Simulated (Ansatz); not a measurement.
`CSC1O[SiH2]1`, charge 0, multiplicity 1.

Task: Give a relaxed structure at PBE0-D4/def2-TZVP (Ansatz). (Best estimate.)

Result: Ansatz gave: 
Z-matrix (Å, degrees):
```
C
S 1 1.802
H 1 1.091 2 110.9
H 1 1.091 2 107.1 3 118.8
H 1 1.090 2 110.4 3 -122.4
C 2 1.758 1 100.3 3 61.9
Si 6 1.810 2 120.9 1 141.4
O 6 1.481 2 116.7 1 72.5
H 6 1.089 2 114.5 1 -59.2
H 7 1.477 6 121.5 2 -3.0
H 7 1.478 6 121.6 2 155.0
```
This is one stationary point; other conformers may exist.
